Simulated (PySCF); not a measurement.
dialuminium oxide (Al2O), SMILES [Al][O][Al] (connectivity only; charge and spin as stated), neutral, multiplicity 1.

The structure is a stationary point at PBE-D3(BJ)/def2-TZVP.

All values below come from PBE-D3(BJ)/def2-TZVP in PySCF.

Frequencies are harmonic and unscaled.

Modes within 1.5 cm⁻¹ of each other (mostly degenerate sets) share a row, with their intensities summed.

| mode | ν (cm⁻¹) | IR (km/mol) | moving atoms (share of kinetic energy) |
|---|---|---|---|
| 1–2 | 97 | 1.0 | O 77 %, Al 23 % |
| 3 | 488 | 0.0 | Al 100 % |
| 4 | 957 | 553.3 | O 77 %, Al 23 % |
